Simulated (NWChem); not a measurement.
Species: C2H4BFO2; SMILES O=CCB(O)F

```xyz
10

O      0.1583    -2.4857     0.4467
C     -0.4047    -1.5676    -0.1062
C      0.2997    -0.4243    -0.8002
B      0.0739     0.9534    -0.0593
O      1.1066     1.7969     0.1671
F     -1.1620     1.2982     0.3429
H     -1.5157    -1.5068    -0.1178
H      1.3633    -0.6526    -0.9058
H     -0.1443    -0.3166    -1.8034
H      0.8223     2.6062     0.6216
```
Atoms are numbered in this order, from 1.

Level: B3LYP/6-31G* (spherical d) (NWChem), optimised geometry, unscaled harmonic frequencies. 

```json
[
 {"frequency (cm⁻¹)": "38", "IR intensity (km/mol)": "2.0"},
 {"frequency (cm⁻¹)": "70", "IR intensity (km/mol)": "4.7"},
 {"frequency (cm⁻¹)": "187", "IR intensity (km/mol)": "2.4"},
 {"frequency (cm⁻¹)": "358", "IR intensity (km/mol)": "8.2"},
 {"frequency (cm⁻¹)": "429", "IR intensity (km/mol)": "15.5"},
 {"frequency (cm⁻¹)": "498", "IR intensity (km/mol)": "37.3"},
 {"frequency (cm⁻¹)": "543", "IR intensity (km/mol)": "20.2"},
 {"frequency (cm⁻¹)": "642", "IR intensity (km/mol)": "137.2"},
 {"frequency (cm⁻¹)": "754", "IR intensity (km/mol)": "13.5"},
 {"frequency (cm⁻¹)": "859", "IR intensity (km/mol)": "6.9"},
 {"frequency (cm⁻¹)": "967", "IR intensity (km/mol)": "6.1"},
 {"frequency (cm⁻¹)": "1017", "IR intensity (km/mol)": "119.9"},
 {"frequency (cm⁻¹)": "1047", "IR intensity (km/mol)": "30.9"},
 {"frequency (cm⁻¹)": "1180", "IR intensity (km/mol)": "64.9"},
 {"frequency (cm⁻¹)": "1216", "IR intensity (km/mol)": "6.1"},
 {"frequency (cm⁻¹)": "1345", "IR intensity (km/mol)": "255.8"},
 {"frequency (cm⁻¹)": "1434", "IR intensity (km/mol)": "90.8"},
 {"frequency (cm⁻¹)": "1455", "IR intensity (km/mol)": "195.4"},
 {"frequency (cm⁻¹)": "1469", "IR intensity (km/mol)": "97.0"},
 {"frequency (cm⁻¹)": "1836", "IR intensity (km/mol)": "187.4"},
 {"frequency (cm⁻¹)": "2914", "IR intensity (km/mol)": "121.9"},
 {"frequency (cm⁻¹)": "3020", "IR intensity (km/mol)": "3.2"},
 {"frequency (cm⁻¹)": "3139", "IR intensity (km/mol)": "4.4"},
 {"frequency (cm⁻¹)": "3750", "IR intensity (km/mol)": "53.9"}
]
```

- zero-point energy = 43.1 kcal/mol
- thermal correction to the enthalpy at 298.15 K (with zero-point energy) = 47.8 kcal/mol
- heat capacity Cv = 21.3 cal/(mol K)
- entropy at 298.15 K and 1 atm (symmetry number 1) = 82.5 cal/(mol K)
- dipole moment = 3.28 D

Rigid rotor and harmonic oscillator; modes under 100 cm⁻¹ make the entropy uncertain.
